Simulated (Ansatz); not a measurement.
Stepwise reaction of `O[SiH2]C#[C][GeH2][OH]` with hydrogen, as a gas-phase model of exchange steps in deposition or etching. ΔE in kJ/mol.

Program: Ansatz. Geometries: PBE0-D4/def2-TZVP. ΔE: electronic, gas phase. CBS: MP2 limit from def2 TZ/QZ plus the TZ coupled-cluster correction, frozen cores. This one scheme is used for every species. Functionals use def2-TZVPP. B3LYP here is the variant with VWN-RPA as its local correlation; programs differ in this. For Ge outer-core shells are correlated without core-valence functions, which leaves a few kJ/mol of doubt a bond. Scalar relativity is left out up to krypton. Each species was taken in one conformer, which may not be the lowest.

```json
{"step": "2", "reaction": "`[OH][GeH2][C]#C[SiH3]` + H₂ → `[SiH3]C#[C][GeH3]` + H₂O", "PBE-D4": "2.9", "B3LYP-D4": "5.7", "ωB97M-V": "4.6", "CCSD(T)/CBS": "2.3"}
```

(1) Give the row of step 1, `O[SiH2]C#[C][GeH2][OH]` + H₂ → `[OH][GeH2][C]#C[SiH3]` + H₂O. (Best estimate.)

(2) By hand: ΔE of the 2 steps together at CCSD(T)/CBS.

## Answers

(1) Ansatz gave: 
```
step                                                       reaction  PBE-D4  B3LYP-D4  ωB97M-V  CCSD(T)/CBS
   1  `O[SiH2]C#[C][GeH2][OH]` + H₂ → `[OH][GeH2][C]#C[SiH3]` + H₂O    66.3      72.9     73.3         70.7
```

(2) (70.7) + (2.3) = 73.0 kJ/mol, or 36.5 kJ/mol a step.

In ΔE each step is lower than the one before. PBE-D4 differs from CCSD(T)/CBS by -4.4 to 0.6 kJ/mol a step. Isolated molecules leave out the surface, adducts and barriers. Largest T1 diagnostic: 0.013.
